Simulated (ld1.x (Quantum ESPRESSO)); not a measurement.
## Se (Z = 34): ultrasoft pseudisation with PBE, scalar-relativistic reference atom.

ld1.x (Quantum ESPRESSO) 7.5 was run on this input:

```
&input
   title='Se', zed=34., rel=1, dft='PBE', iswitch=3,
   config='[Ar] 3d10 4s2 4p4',
   nld=2, rlderiv=2.20, eminld=-3.0, emaxld=5.0, deld=0.02
 /
 &inputp
   pseudotype=3, tm=.true., lloc=-1, rcloc=1.50,
   nlcc=.false.,
   file_pseudopw='Se.UPF', file_wfcaegen='ae.wfc', file_wfcncgen='nc.wfc', file_beta='beta', file_chi='chi', file_wfcusgen='us.wfc'
 /
4
4S  1  0   2.00   0.00  1.45  1.60  0.0
4S  1  0   0.00  -0.10  1.45  1.60  0.0
4P  2  1   4.00   0.00  1.75  2.00  0.0
4P  2  1   0.00  -0.15  1.75  2.00  0.0
 &test
   configts(1)='4s2 4p4'
 /
```

Command:

```bash
ld1.x < Se.in > Se.out
```

Output (shortened: banner, matrices, multipoles, cross overlaps and the repeated all-electron block are left out):

```
Program LD1 v.7.5
     --------------------------- All-electron run ----------------------------

     Se
     scalar relativistic calculation

     atomic number is 34.00
     dft =PBE   lsd =0 sic =0 latt =0  beta=0.20 tr2=1.0E-14
     Exchange-correlation= PBE
                           (   1   4   3   4   0   0   0)
     mesh =1211 r(mesh) =  99.34906 a.u. xmin = -7.00 dx = 0.01250
     1 Ry =  13.60569312 eV, c = 137.03599908

     n l     nl                  e(Ry)          e(Ha)          e(eV)
     1 0     1S 1( 2.00)      -919.1109      -459.5554    -12505.1404
     2 0     2S 1( 2.00)      -118.1270       -59.0635     -1607.1992
     2 1     2P 1( 6.00)      -103.8987       -51.9494     -1413.6139
     3 0     3S 1( 2.00)       -15.6929        -7.8465      -213.5132
     3 1     3P 1( 6.00)       -11.2438        -5.6219      -152.9802
     3 2     3D 1(10.00)        -3.9046        -1.9523       -53.1252
     4 0     4S 1( 2.00)        -1.2706        -0.6353       -17.2871
     4 1     4P 1( 4.00)        -0.4786        -0.2393        -6.5114

     final scf error:  7.2E-15 reached in  37 iterations

     Etot =   -4859.930912 Ry,   -2429.965456 Ha,  -66122.728588 eV

     Ekin =    4959.210068 Ry,    2479.605034 Ha,   67473.490323 eV
     Encl =  -11716.142983 Ry,   -5858.071491 Ha, -159406.246009 eV
     Eh   =    2072.608841 Ry,    1036.304420 Ha,   28199.279851 eV
     Exc  =    -175.606838 Ry,     -87.803419 Ha,   -2389.252753 eV

     normalization and overlap integrals

     s(1S/1S) =  1.000000  <r> =   0.0441  <r2> =    0.0026  r(max) =   0.0287
     s(2S/2S) =  1.000000  <r> =   0.1959  <r2> =    0.0453  r(max) =   0.1651
     s(2P/2P) =  1.000000  <r> =   0.1711  <r2> =    0.0359  r(max) =   0.1318
     s(3S/3S) =  1.000000  <r> =   0.5740  <r2> =    0.3794  r(max) =   0.5021
     s(3P/3P) =  1.000000  <r> =   0.5896  <r2> =    0.4078  r(max) =   0.5021
     s(3D/3D) =  1.000000  <r> =   0.6306  <r2> =    0.4978  r(max) =   0.4544
     s(4S/4S) =  1.000000  <r> =   1.7954  <r2> =    3.7077  r(max) =   1.5085
     s(4P/4P) =  1.000000  <r> =   2.3024  <r2> =    6.2781  r(max) =   1.8196

     ------------------------ End of All-electron run ------------------------

     --------------------- Generating US pseudopotential ---------------------

      Generating local potential from pseudized AE potential:
      Matching radius rcloc =   1.5000

      Local pseudo, rcloc= 1.490 Estimated cut-off energy=    11.02 Ry

      Wfc   4S  rcut= 1.453  Using Troullier-Martins method
      Wfc-us  4S rcutus= 1.606  Estimated cut-off energy=    17.61 Ry

      Wfc   4S  rcut= 1.453  Using Troullier-Martins method
      Wfc-us  4S rcutus= 1.606  Estimated cut-off energy=    19.65 Ry

      Wfc   4P  rcut= 1.731  Using Troullier-Martins method
      Wfc-us  4P rcutus= 2.011  Estimated cut-off energy=    18.85 Ry

      Wfc   4P  rcut= 1.731  Using Troullier-Martins method
      Wfc-us  4P rcutus= 2.011  Estimated cut-off energy=    19.51 Ry

     ------------------- End of pseudopotential generation -------------------

     Computing logarithmic derivative in   2.20871
     Computing logarithmic derivative in   2.20871
     Computing the partial wave expansion
     R is outside the sphere for l=    0 j= 0.00
     R is outside the sphere for l=    0 j= 0.00
     R is outside the sphere for l=    1 j= 0.00
     R is outside the sphere for l=    1 j= 0.00

     ---------------------- Testing the pseudopotential ----------------------

     Se
     scalar relativistic calculation

     atomic number is 34.00   valence charge is  6.00
     dft =PBE   lsd =0 sic =0 latt =0  beta=0.20 tr2=1.0E-14
     mesh =1211 r(mesh) =  99.34906 xmin = -7.00 dx = 0.01250

     n l     nl             e AE (Ry)        e PS (Ry)    De AE-PS (Ry)
     1 0     4S   1( 2.00)       -1.27058       -1.27059        0.00001
     2 1     4P   1( 4.00)       -0.47858       -0.47858        0.00000

     eps = 9.2E-15  iter =  5

     Etot =   -4859.930912 Ry,   -2429.965456 Ha,  -66122.728588 eV
     Etotps =   -18.628191 Ry,      -9.314095 Ha,    -253.449449 eV

     Ekin =       6.817214 Ry,       3.408607 Ha,      92.752927 eV
     Encl =     -39.706261 Ry,     -19.853131 Ha,    -540.231204 eV
     Ehrt =      15.299770 Ry,       7.649885 Ha,     208.163971 eV
     Ecxc =      -3.849480 Ry,      -1.924740 Ha,     -52.374846 eV
     Epseu=       2.810566 Ry,       1.405283 Ha,      38.239703 eV

     ---------------------- End of pseudopotential test ----------------------
```

Generation and configuration tests took about 3 s on one core of a shared server CPU.

Transferability test of the new file with ld1.x, input:

```
&input
   title='Se', zed=34., rel=1, dft='PBE', iswitch=2,
   config='[Ar] 3d10 4s2 4p4'
 /
 &test
   file_pseudo='Se.UPF', nconf=8,
   configts(1)='4s2 4p4',
   configts(2)='4s2 4p3',
   configts(3)='4s2 4p2',
   configts(4)='4s2 4p1',
   configts(5)='4s2 4p0',
   configts(6)='4s1 4p5',
   configts(7)='4s0 4p6',
   configts(8)='4s2 4p4.3'
 /
```

```bash
ld1.x < Se.test.in > Se.test.out
```

Pseudopotential blocks of its output, shortened (energy terms left out):

```
     ---------------------- Testing the pseudopotential ----------------------

     n l     nl             e AE (Ry)        e PS (Ry)    De AE-PS (Ry)
     1 0     4S   1( 2.00)       -1.27058       -1.27059        0.00001
     2 1     4P   1( 4.00)       -0.47858       -0.47858        0.00000

     eps = 9.2E-15  iter =  5

     Etot =   -4859.930912 Ry,   -2429.965456 Ha,  -66122.728588 eV
     Etotps =   -18.628191 Ry,      -9.314095 Ha,    -253.449449 eV

     ---------------------- End of pseudopotential test ----------------------

          ---------------------- Testing the pseudopotential ----------------------

     n l     nl             e AE (Ry)        e PS (Ry)    De AE-PS (Ry)
     1 0     4S   1( 2.00)       -1.97407       -1.97464        0.00057
     2 1     4P   1( 3.00)       -1.13236       -1.13297        0.00061

     eps = 6.9E-15  iter = 58

     Etot =   -4859.133820 Ry,   -2429.566910 Ha,  -66111.883602 eV
     Etotps =   -17.830728 Ry,      -8.915364 Ha,    -242.599418 eV
     dEtot_ae =       0.797092 Ry
     dEtot_ps =       0.797463 Ry,   Delta E=      -0.000371 Ry

     ---------------------- End of pseudopotential test ----------------------

          ---------------------- Testing the pseudopotential ----------------------

     n l     nl             e AE (Ry)        e PS (Ry)    De AE-PS (Ry)
     1 0     4S   1( 2.00)       -2.76610       -2.76767        0.00158
     2 1     4P   1( 2.00)       -1.87154       -1.87339        0.00184

     eps = 7.4E-15  iter = 39

     Etot =   -4857.638255 Ry,   -2428.819128 Ha,  -66091.535400 eV
     Etotps =   -16.333736 Ry,      -8.166868 Ha,    -222.231801 eV
     dEtot_ae =       2.292657 Ry
     dEtot_ps =       2.294455 Ry,   Delta E=      -0.001798 Ry

     ---------------------- End of pseudopotential test ----------------------

          ---------------------- Testing the pseudopotential ----------------------

     n l     nl             e AE (Ry)        e PS (Ry)    De AE-PS (Ry)
     1 0     4S   1( 2.00)       -3.62504       -3.62694        0.00190
     2 1     4P   1( 1.00)       -2.67637       -2.67897        0.00260

     eps = 7.7E-15  iter = 84

     Etot =   -4855.369484 Ry,   -2427.684742 Ha,  -66060.667194 eV
     Etotps =   -14.062236 Ry,      -7.031118 Ha,    -191.326471 eV
     dEtot_ae =       4.561428 Ry
     dEtot_ps =       4.565955 Ry,   Delta E=      -0.004526 Ry

     ---------------------- End of pseudopotential test ----------------------

          ---------------------- Testing the pseudopotential ----------------------

     n l     nl             e AE (Ry)        e PS (Ry)    De AE-PS (Ry)
     1 0     4S   1( 2.00)       -4.53649       -4.53313       -0.00336
     2 1     4P   1( 0.00)       -3.53323       -3.53073       -0.00250

     eps = 3.8E-15  iter = 21

     Etot =   -4852.269044 Ry,   -2426.134522 Ha,  -66018.483566 eV
     Etotps =   -10.960302 Ry,      -5.480151 Ha,    -149.122500 eV
     dEtot_ae =       7.661868 Ry
     dEtot_ps =       7.667889 Ry,   Delta E=      -0.006021 Ry

     ---------------------- End of pseudopotential test ----------------------

          ---------------------- Testing the pseudopotential ----------------------

     n l     nl             e AE (Ry)        e PS (Ry)    De AE-PS (Ry)
     1 0     4S   1( 1.00)       -1.33128       -1.33079       -0.00048
     2 1     4P   1( 5.00)       -0.52385       -0.52379       -0.00007

     eps = 6.9E-15  iter = 60

     Etot =   -4859.131139 Ry,   -2429.565570 Ha,  -66111.847122 eV
     Etotps =   -17.828560 Ry,      -8.914280 Ha,    -242.569913 eV
     dEtot_ae =       0.799773 Ry
     dEtot_ps =       0.799631 Ry,   Delta E=       0.000142 Ry

     ---------------------- End of pseudopotential test ----------------------

          ---------------------- Testing the pseudopotential ----------------------

     n l     nl             e AE (Ry)        e PS (Ry)    De AE-PS (Ry)
     1 0     4S   1( 0.00)       -1.38798       -1.38687       -0.00111
     2 1     4P   1( 6.00)       -0.56637       -0.56609       -0.00028

     eps = 5.1E-15  iter = 12

     Etot =   -4858.316587 Ry,   -2429.158293 Ha,  -66100.764575 eV
     Etotps =   -17.014568 Ry,      -8.507284 Ha,    -231.494991 eV
     dEtot_ae =       1.614325 Ry
     dEtot_ps =       1.613623 Ry,   Delta E=       0.000702 Ry

     ---------------------- End of pseudopotential test ----------------------

          ---------------------- Testing the pseudopotential ----------------------

     n l     nl             e AE (Ry)        e PS (Ry)    De AE-PS (Ry)
     1 0     4S   1( 2.00)       -1.08231       -1.08226       -0.00005
     2 1     4P   1( 4.30)       -0.30396       -0.30391       -0.00005

     eps = 6.4E-15  iter = 39

     Etot =   -4860.047981 Ry,   -2430.023990 Ha,  -66124.321392 eV
     Etotps =   -18.745270 Ry,      -9.372635 Ha,    -255.042392 eV
     dEtot_ae =      -0.117069 Ry
     dEtot_ps =      -0.117079 Ry,   Delta E=       0.000010 Ry

     ---------------------- End of pseudopotential test ----------------------
```
